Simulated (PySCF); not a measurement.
`O=CNCCCC(F)(F)F`, C5H8F3NO

Molfile (atoms numbered from 1):
```
C5H8F3NO
     RDKit          3D

 18 17  0  0  0  0  0  0  0  0999 V2000
    3.0884   -0.7455   -1.6799 O   0  0  0  0  0  0  0  0  0  0  0  0
    3.1319   -0.4426   -0.5158 C   0  0  0  0  0  0  0  0  0  0  0  0
    2.1845    0.2568    0.1408 N   0  0  0  0  0  0  0  0  0  0  0  0
    0.9605    0.6767   -0.5001 C   0  0  0  0  0  0  0  0  0  0  0  0
   -0.2492   -0.1062    0.0177 C   0  0  0  0  0  0  0  0  0  0  0  0
   -1.5251    0.3203   -0.7067 C   0  0  0  0  0  0  0  0  0  0  0  0
   -2.7344   -0.3947   -0.1396 C   0  0  0  0  0  0  0  0  0  0  0  0
   -2.9017   -0.1541    1.1711 F   0  0  0  0  0  0  0  0  0  0  0  0
   -2.6557   -1.7257   -0.2731 F   0  0  0  0  0  0  0  0  0  0  0  0
   -3.8720   -0.0160   -0.7421 F   0  0  0  0  0  0  0  0  0  0  0  0
    3.9814   -0.7022    0.1420 H   0  0  0  0  0  0  0  0  0  0  0  0
    2.2811    0.4313    1.1280 H   0  0  0  0  0  0  0  0  0  0  0  0
    1.0978    0.4933   -1.5682 H   0  0  0  0  0  0  0  0  0  0  0  0
    0.8118    1.7488   -0.3358 H   0  0  0  0  0  0  0  0  0  0  0  0
   -0.3659    0.0661    1.0905 H   0  0  0  0  0  0  0  0  0  0  0  0
   -0.0791   -1.1728   -0.1402 H   0  0  0  0  0  0  0  0  0  0  0  0
   -1.4667    0.0802   -1.7695 H   0  0  0  0  0  0  0  0  0  0  0  0
   -1.6964    1.3928   -0.5955 H   0  0  0  0  0  0  0  0  0  0  0  0
  1  2  2  0
  2  3  1  0
  3  4  1  0
  4  5  1  0
  5  6  1  0
  6  7  1  0
  7  8  1  0
  7  9  1  0
  7 10  1  0
  2 11  1  0
  3 12  1  0
  4 13  1  0
  4 14  1  0
  5 15  1  0
  5 16  1  0
  6 17  1  0
  6 18  1  0
M  END
```

Computed, not measured: PySCF 2.14.0, GIAO HF/pcSseg-1 magnetisability, rotational g tensor and spin-rotation constants, non-relativistic, gas phase. Geometry: GFN2-xTB.

(1) How diamagnetic is it, and how anisotropic?

(2) Split it along the inertial axes a, b, c into diamagnetic and paramagnetic parts about the centre of mass, with the quadrupole moment.

(3) And the rotational g tensor?

## Answers

(1) Isotropic -1384 × 10⁻³⁰ J/T², or -83.3 × 10⁻⁶ cm³/mol; principal values -1460, -1405, -1287 × 10⁻³⁰ J/T², anisotropy 154 × 10⁻³⁰ J/T² (root of half the summed squared differences of the principal values). The susceptibility is in cgs units.

(2) 
| axis | χ (10⁻⁶ cm³/mol) | diamagnetic (10⁻⁶ cm³/mol) | paramagnetic (10⁻⁶ cm³/mol) | summed x² of all electrons (Å²) | quadrupole Θ (D Å) |
| --- | --- | --- | --- | --- | --- |
| a | -86.0 | -453.3 | 367.3 | 534.7 | -14.77 |
| b | -79.1 | -2467.8 | 2388.7 | 59.8 | +5.19 |
| c | -84.9 | -2522.1 | 2437.2 | 47.0 | +9.58 |

Anisotropies 2χaa − χbb − χcc = -8.0 and 2χbb − χaa − χcc = +12.8 × 10⁻⁶ cm³/mol. Θ is traceless in Buckingham's convention.

(3) 
| axis | rotational constant (GHz) | g | nuclear part | electronic part |
| --- | --- | --- | --- | --- |
| a | 3.3448 | -0.0254 | 0.5517 | -0.5772 |
| b | 0.4655 | -0.0076 | 0.5147 | -0.5223 |
| c | 0.4543 | -0.0067 | 0.5134 | -0.5201 |

Asymmetric top; isotopes 12C, 19F, 1H, 14N, 16O; no vibrational averaging.
